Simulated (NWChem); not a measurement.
Everything below was run with NWChem. System: C4H6, charge 0, spin multiplicity 3, at a geometry optimised with UB3LYP/def2-SVP. The structure started from a generated list of species. Its SCF solution wasn't tested for a lower state. Level: UMP2/def2-TZVP, 4 core orbitals frozen.

The NWChem input:

```
start mol
memory heap 200 mb stack 900 mb global 1100 mb
geometry units angstroms nocenter noautoz
  C      0.000000     0.000000     1.417808
  C      0.000000     0.000000    -0.000054
  C     -1.227949     0.000000    -0.708901
  C      1.227949     0.000000    -0.708901
  H      0.936087     0.000000     1.980843
  H     -0.936087     0.000000     1.980843
  H     -1.247660     0.000000    -1.801091
  H     -2.183526     0.000000    -0.179608
  H      2.183526     0.000000    -0.179608
  H      1.247660     0.000000    -1.801091
  symmetry group C2v
end
basis spherical
  * library def2-tzvp
end
scf
  uhf
  nopen 2
  maxiter 100
  thresh 1e-7
  semidirect memsize 60000000 filesize 0
  # guess.movecs holds the orbitals of an unrestricted PBE0 run
  vectors input guess.movecs output mol.movecs
end
mp2
  freeze core 4
end
task mp2 energy
```

NWChem printed:

```
             Northwest Computational Chemistry Package (NWChem) 7.3.0
             --------------------------------------------------------

                                NWChem Input Module
                                -------------------

 Scaling coordinates for geometry "geometry" by  1.889725989
 (inverse scale =  0.529177249)

 Turning off AUTOSYM since
 SYMMETRY directive was detected!

                             Geometry "geometry" -> ""
                             -------------------------

 Output coordinates in angstroms (scale by  1.889725989 to convert to a.u.)

  No.       Tag          Charge          X              Y              Z
 ---- ---------------- ---------- -------------- -------------- --------------
    1 C                    6.0000     0.00000000     0.00000000     1.41780800
    2 C                    6.0000     0.00000000     0.00000000    -0.00005400
    3 C                    6.0000    -1.22794900     0.00000000    -0.70890100
    4 C                    6.0000     1.22794900     0.00000000    -0.70890100
    5 H                    1.0000     0.93608700     0.00000000     1.98084300
    6 H                    1.0000    -0.93608700     0.00000000     1.98084300
    7 H                    1.0000    -1.24766000     0.00000000    -1.80109100
    8 H                    1.0000    -2.18352600     0.00000000    -0.17960800
    9 H                    1.0000     2.18352600     0.00000000    -0.17960800
   10 H                    1.0000     1.24766000     0.00000000    -1.80109100

 Effective nuclear repulsion energy (a.u.)     104.9582739234

            Nuclear Dipole moment (a.u.)
            ----------------------------
        X                 Y               Z
 ---------------- ---------------- ----------------
     0.0000000000     0.0000000000     0.0000000000

      Symmetry information
      --------------------

 Group name             C2v
 Group number             16
 Group order               4
 No. of unique centers     6

      Symmetry unique atoms

     1    2    3    5    7    8


 Summary of "ao basis" -> "" (spherical)
 ------------------------------------------------------------------------------
       Tag                 Description            Shells   Functions and Types
 ---------------- ------------------------------  ------  ---------------------
 *                         def2-tzvp                  on all atoms

 Summary of "ao basis" -> "ao basis" (spherical)
 ------------------------------------------------------------------------------
       Tag                 Description            Shells   Functions and Types
 ---------------- ------------------------------  ------  ---------------------
 C                         def2-tzvp                11       31   5s3p2d1f
 H                         def2-tzvp                 4        6   3s1p

                                 NWChem SCF Module
                                 -----------------

  ao basis        = "ao basis"
  functions       =   160
  atoms           =    10
  alpha electrons =    16
  beta  electrons =    14
  charge          =   0.00
  wavefunction    = UHF
  use symmetry    = T
  symmetry adapt  = T

 Summary of "ao basis" -> "ao basis" (spherical)
 ------------------------------------------------------------------------------
       Tag                 Description            Shells   Functions and Types
 ---------------- ------------------------------  ------  ---------------------
 C                         def2-tzvp                11       31   5s3p2d1f
 H                         def2-tzvp                 4        6   3s1p

      Symmetry analysis of basis
      --------------------------

        a1         64
        a2         19
        b1         50
        b2         27

 Forming initial guess at       0.1s

   Symmetry analysis of molecular orbitals - initial alpha
   -------------------------------------------------------

  Numbering of irreducible representations:

     1 a1          2 a2          3 b1          4 b2

  Orbital symmetries:

     1 a1          2 b1          3 a1          4 a1          5 a1
     6 b1          7 a1          8 a1          9 b1         10 a1
    11 b1         12 b1         13 a1         14 b2         15 a2
    16 b2         17 b2         18 a1         19 b1         20 a1
    21 b1         22 a1         23 a1         24 b1         25 a1
    26 b2

   Symmetry analysis of molecular orbitals - initial beta
   ------------------------------------------------------

  Numbering of irreducible representations:

     1 a1          2 a2          3 b1          4 b2

  Orbital symmetries:

     1 a1          2 b1          3 a1          4 a1          5 a1
     6 b1          7 a1          8 a1          9 b1         10 a1
    11 b1         12 b1         13 a1         14 b2         15 a2
    16 b2         17 a1         18 b2         19 b1         20 a1
    21 b1         22 a1         23 a1         24 b1         25 a1
    26 b1

 Starting SCF solution at       0.1s

 ----------------------------------------------
         Quadratically convergent UHF

 Convergence threshold     :          1.000E-07
 Maximum no. of iterations :          100
 Integral*density screening:          1.000E-09
 ----------------------------------------------

              iter       energy          gnorm     gmax       time
             ----- ------------------- --------- --------- --------
                 1     -154.9312267501  5.38D-01  8.24D-02      2.1
                 2     -154.9542061562  4.73D-02  2.04D-02      2.8
                 3     -154.9556140238  2.23D-03  9.50D-04      3.8
[...]
   Bfn.  Coefficient  Atom+Function         Bfn.  Coefficient  Atom+Function
  ----- ------------  ---------------      ----- ------------  ---------------
    75      0.564676   3 C  py              106     -0.564676   4 C  py
    69      0.212174   3 C  py              100     -0.212174   4 C  py

 Vector   16  Occ=0.000000D+00  E= 1.096394D-01  Symmetry=b2
              MO Center= -5.8D-12, -1.8D-15,  6.7D-01, r^2= 4.0D+00
   Bfn.  Coefficient  Atom+Function         Bfn.  Coefficient  Atom+Function
  ----- ------------  ---------------      ----- ------------  ---------------
    13      0.652085   1 C  py               75     -0.326019   3 C  py
   106     -0.326019   4 C  py                7      0.245001   1 C  py
    10      0.164719   1 C  py

 Vector   17  Occ=0.000000D+00  E= 1.700032D-01  Symmetry=a1
              MO Center=  2.2D-15, -7.1D-17,  4.8D-05, r^2= 1.0D+01
   Bfn.  Coefficient  Atom+Function         Bfn.  Coefficient  Atom+Function
  ----- ------------  ---------------      ----- ------------  ---------------
    36     -2.855532   2 C  s                 5      2.652785   1 C  s
    67      2.651874   3 C  s                98      2.651874   4 C  s
   127     -1.237335   5 H  s               133     -1.237335   6 H  s
   139     -1.237294   7 H  s               145     -1.237618   8 H  s
   151     -1.237618   9 H  s               157     -1.237294  10 H  s

 center of mass
 --------------
 x =  -0.00000000 y =   0.00000000 z =  -0.00000999

 moments of inertia (a.u.)
 ------------------
         181.037468918951           0.000000000000           0.000000000000
           0.000000000000         362.100075532326           0.000000000000
           0.000000000000           0.000000000000         181.062606613375

  Mulliken analysis of the total density
  --------------------------------------

    Atom       Charge   Shell Charges
 -----------   ------   -------------------------------------------------------
    1 C    6     6.28   0.85  1.12  0.49  0.63  0.16  1.22  1.29  0.45  0.02  0.04  0.01
    2 C    6     5.93   0.85  1.12  0.48  0.63  0.04  1.24  1.41  0.00  0.03  0.11  0.01
    3 C    6     6.28   0.85  1.12  0.49  0.63  0.16  1.22  1.29  0.45  0.02  0.04  0.01
    4 C    6     6.28   0.85  1.12  0.49  0.63  0.16  1.22  1.29  0.45  0.02  0.04  0.01
    5 H    1     0.87   0.26  0.49  0.09  0.02
    6 H    1     0.87   0.26  0.49  0.09  0.02
    7 H    1     0.87   0.26  0.49  0.09  0.02
    8 H    1     0.87   0.26  0.49  0.09  0.02
    9 H    1     0.87   0.26  0.49  0.09  0.02
   10 H    1     0.87   0.26  0.49  0.09  0.02

  Mulliken analysis of the alpha density
  --------------------------------------

    Atom       Charge   Shell Charges
 -----------   ------   -------------------------------------------------------
    1 C    6     3.70   0.43  0.56  0.26  0.33  0.12  0.77  0.87  0.32  0.01  0.02  0.00
    2 C    6     2.54   0.43  0.56  0.23  0.27  0.01  0.51  0.55 -0.11  0.02  0.08  0.01
    3 C    6     3.70   0.43  0.56  0.26  0.33  0.12  0.77  0.87  0.32  0.01  0.02  0.00
    4 C    6     3.70   0.43  0.56  0.26  0.33  0.12  0.77  0.87  0.32  0.01  0.02  0.00
    5 H    1     0.39   0.12  0.22  0.03  0.01
    6 H    1     0.39   0.12  0.22  0.03  0.01
    7 H    1     0.39   0.12  0.22  0.03  0.01
    8 H    1     0.39   0.12  0.22  0.03  0.01
    9 H    1     0.39   0.12  0.22  0.03  0.01
   10 H    1     0.39   0.12  0.22  0.03  0.01

   Mulliken analysis of the beta density
   -------------------------------------

    Atom       Charge   Shell Charges
 -----------   ------   -------------------------------------------------------
    1 C    6     2.59   0.43  0.56  0.23  0.29  0.05  0.44  0.42  0.13  0.01  0.02  0.00
    2 C    6     3.38   0.43  0.56  0.25  0.36  0.03  0.73  0.86  0.11  0.01  0.03  0.00
    3 C    6     2.59   0.43  0.56  0.23  0.29  0.05  0.44  0.42  0.13  0.01  0.02  0.00
    4 C    6     2.59   0.43  0.56  0.23  0.29  0.05  0.44  0.42  0.13  0.01  0.02  0.00
    5 H    1     0.48   0.14  0.27  0.06  0.01
    6 H    1     0.48   0.14  0.27  0.06  0.01
    7 H    1     0.48   0.14  0.27  0.06  0.01
    8 H    1     0.48   0.14  0.27  0.06  0.01
    9 H    1     0.48   0.14  0.27  0.06  0.01
   10 H    1     0.48   0.14  0.27  0.06  0.01

   Mulliken analysis of the spin density
   -------------------------------------

    Atom       Charge   Shell Charges
 -----------   ------   -------------------------------------------------------
    1 C    6     1.11   0.00 -0.00  0.03  0.04  0.07  0.33  0.46  0.19 -0.00 -0.00 -0.00
    2 C    6    -0.84  -0.00  0.00 -0.02 -0.09 -0.02 -0.23 -0.31 -0.23  0.01  0.05  0.00
    3 C    6     1.11   0.00 -0.00  0.03  0.04  0.07  0.33  0.46  0.19 -0.00 -0.00 -0.00
    4 C    6     1.11   0.00 -0.00  0.03  0.04  0.07  0.33  0.46  0.19 -0.00 -0.00 -0.00
    5 H    1    -0.08  -0.01 -0.05 -0.03  0.00
    6 H    1    -0.08  -0.01 -0.05 -0.03  0.00
    7 H    1    -0.08  -0.01 -0.05 -0.03  0.00
    8 H    1    -0.08  -0.01 -0.05 -0.03  0.00
    9 H    1    -0.08  -0.01 -0.05 -0.03  0.00
   10 H    1    -0.08  -0.01 -0.05 -0.03  0.00

       Multipole analysis of the density wrt the origin
       ------------------------------------------------

     L   x y z        total         alpha         beta         nuclear
     -   - - -        -----         -----         ----         -------
     0   0 0 0     -0.000000    -16.000000    -14.000000     30.000000

     1   1 0 0     -0.000000     -0.000000     -0.000000      0.000000
     1   0 1 0      0.000000      0.000000     -0.000000      0.000000
     1   0 0 1     -0.000028     -0.000044      0.000016      0.000000

     2   2 0 0    -17.504590    -71.608464    -61.940379    116.044253
     2   1 1 0      0.000000      0.000000      0.000000      0.000000
     2   1 0 1     -0.000000     -0.000000     -0.000000      0.000000
     2   0 2 0    -21.699916    -13.311851     -8.388065      0.000000
     2   0 1 1      0.000000      0.000000      0.000000      0.000000
     2   0 0 2    -17.504647    -71.600227    -61.933364    116.028944

                   NWChem MP2 Semi-direct Energy/Gradient Module
                   ---------------------------------------------

  Basis functions       =    160
  Molecular orbitals    =    160
  Frozen core           =      4
  Frozen virtuals       =      0
  Active alpha occupied =     12
  Active beta occupied  =     10
  Active alpha virtual  =    144
  Active beta virtual   =    146
  Use MO symmetry       = T
  Use skeleton AO sym   = T

  AO/Fock/Back tols     =   1.0D-09  1.0D-09  1.0D-09

 GA uses MA = F    GA memory limited = T

 Available:
  local mem=  1.26D+08
 global mem=  1.44D+08
 local disk=  0.00D+00
  mp2_memr nvloc                   144
  nvloc new                   144
   1 passes of  12:        5242880                     138589                  74746967.
   1 passes of  12: M    126139317           G      144128000           F     120896437.

 Semi-direct pass number   1 of   1  for UHF alpha       at        6.9s
  vrange nnbf                 12715
  mp2_eaftype                   285  avail_ma_in_mb                  1099
 EAF : mp2_eaftype filesize         285   37373483.
  mp2_eaf for mointskh                    285
Node 0 wrote    175.8 Mb in      0.2 s     Agg I/O rate:   991.9 Mb/s
 Done moints_semi at       14.2s
  mp2_eaftype                   285  avail_ma_in_mb                   814
 EAF : mp2_eaftype filesize         285   37373483.
  mp2_eaf for kh                   285
 Done maket at       14.6s
 Done multipass loop at       14.6s

 GA uses MA = F    GA memory limited = T

 Available:
  local mem=  1.26D+08
 global mem=  1.44D+08
 local disk=  0.00D+00
  mp2_memr nvloc                   146
  nvloc new                   146
   1 passes of  10:        5242880                     125194                  63161059.
   1 passes of  10: M    126139317           G      144128000           F     120896437.

 Semi-direct pass number   1 of   1  for UHF beta        at       14.7s
  vrange nnbf                 12715
  mp2_eaftype                   240  avail_ma_in_mb                  1099
 EAF : mp2_eaftype filesize         240   31580529.
  mp2_eaf for mointskh                    240
Node 0 wrote    148.5 Mb in      0.1 s     Agg I/O rate:  1719.6 Mb/s
 Done moints_semi at       21.6s
  mp2_eaftype                   240  avail_ma_in_mb                   859
 EAF : mp2_eaftype filesize         240   31580529.
  mp2_eaf for kh                   240
 Done maket at       21.9s
 Done multipass loop at       21.9s

          -------------------------------------------
          SCF energy                -154.955616495315
          Correlation energy          -0.572923873690
          Singlet pairs                0.000000000000
          Triplet pairs                0.000000000000
          Total MP2 energy          -155.528540369006
          -------------------------------------------

          ---------------------------------------------------
                    Spin Component Scaled (SCS) MP2
          Same spin pairs                     -0.134597632486
          Same spin scaling factor             0.333333333333
          Opposite spin pairs                 -0.438326241204
          Opposite spin scaling fact.          1.200000000000
          SCS-MP2 correlation energy          -0.570857366941
          Total SCS-MP2 energy              -155.526473862256
          ---------------------------------------------------

 -----------------------
 Performance information
 -----------------------

 Timer overhead =  1.02D-07 seconds/call

               Nr. of calls         CPU time (s)                 Wall time (s)                GFlops
             ---------------    -------------------     ------------------------------   -------------------
Name         Min   Avg   Max    Min     Avg     Max     Min     Avg     Max   Mx/calls   Min     Max     Sum
mp2: moin     2     2     2    14.     14.     14.      14.     14.     14.     7.1      0.0     0.0     0.0
mp2: make     2     2     2   0.74    0.74    0.74     0.74    0.74    0.74    0.37      0.0     0.0     0.0
mp2: tota     1     1     1    15.     15.     15.      15.     15.     15.     15.      0.0     0.0     0.0

 The average no. of pstat calls per process was 5.00D+00
 with a timing overhead of 5.11D-07s

 Task  times  cpu:       21.9s     wall:       21.9s

 Total times  cpu:       21.9s     wall:       21.9s
```
